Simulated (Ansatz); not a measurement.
(1E)-1-bromobuta-1,3-diene (C4H5Br), SMILES C=C/C=C/Br.

Coordinates come from a B3LYP-D3(BJ)/def2-SVP optimisation. Other conformers were not sampled.

Two levels are set side by side: PBE/def2-SVPD (Ansatz, a first-principles code) and CAM-B3LYP/def2-SVPD (Ansatz). Energy differences of separate SCF runs at the same geometry; the states with an electron removed or added have multiplicity 2 and 2. Differences are taken from unrounded values.

```
quantity                            PBE
---------------------------------  ----
vertical ionisation energy (eV)    8.52
vertical singlet–triplet gap (eV)  2.99
```

Problem. These are the PBE values. What does CAM-B3LYP give? (The exact figures need the calculation; the answer reports its results.)

Solution. 
| quantity | CAM-B3LYP | PBE minus CAM-B3LYP |
|---|---|---|
| vertical ionisation energy (eV) | 8.76 | -0.24 |
| vertical singlet–triplet gap (eV) | 3.11 | -0.12 |
